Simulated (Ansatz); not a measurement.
One change: `[NH2][Al]([OH])[F]` becomes `[OH][Al]([F])[SiH3]`.

Ansatz, PBE0-D4/def2-TZVP geometries, multiplicity 1. Each molecule was computed in one conformer, which needn't be the lowest.

| property | `[NH2][Al]([OH])[F]` |
| --- | --- |
| HOMO–LUMO gap (PBE0/def2-TZVPP) / eV | 7.29 |
| HOMO energy (ωB97M-V/def2-TZVPP) / eV | -10.12 |
| size of the dipole moment (B3LYP/def2-TZVPP) / D | 3.34 |
| HOMO energy (B3LYP/def2-TZVPP) / eV | -7.46 |
| HOMO energy (PBE/def2-TZVPP) / eV | -6.24 |
| LUMO energy (B3LYP/def2-TZVPP) / eV | -0.77 |

(1) Give the same properties after the change, and the shifts. (Best estimate.)

Results:

(1) Ansatz gave: 
```tsv
property	`[OH][Al]([F])[SiH3]`	shift
HOMO–LUMO gap (PBE0/def2-TZVPP) / eV	7.26	-0.03
HOMO energy (ωB97M-V/def2-TZVPP) / eV	-10.38	-0.26
size of the dipole moment (B3LYP/def2-TZVPP) / D	0.72	-2.62
HOMO energy (B3LYP/def2-TZVPP) / eV	-8.15	-0.69
HOMO energy (PBE/def2-TZVPP) / eV	-7.20	-0.96
LUMO energy (B3LYP/def2-TZVPP) / eV	-1.27	-0.50
```

Dipoles are sizes alone; their direction can turn.

B3LYP here is the variant with VWN-RPA as its local correlation; programs differ in this.
